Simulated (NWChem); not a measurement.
CHBFNO; SMILES O=C=NBF

```xyz
6

B     -0.4523    -1.3223     0.0000
F      0.4411    -2.3084     0.0000
H     -1.6355    -1.5963     0.0000
N      0.0177     0.0184     0.0000
C     -0.0463     1.2307     0.0000
O     -0.0383     2.4083     0.0000
```
Atoms are numbered in this order, from 1.

Computed with NWChem. Geometry optimised at PBE-D3(BJ)/def2-SVP; all other runs use it. Pople sets run with spherical d functions. Vzz has the sign of the potential's second derivative.

```
quantity                                                             level  value
--------------------------------------------------  ----------------------  -----
charge (e), ESP C5                                          B3LYP/def2-SVP   0.62
Vzz N4 (a.u.)                                                 B3LYP/6-31G*  0.471
vertical, lowest state with f > 0.02, singlet (eV)  CAM-B3LYP/6-31+G*, TDA   7.00
orbital gap (eV)                                     Hartree-Fock/def2-SVP  15.09
dipole (D)                                             PBE-D3(BJ)/def2-SVP   0.66
highest harmonic frequency (cm⁻¹)                      PBE-D3(BJ)/def2-SVP   2587
```
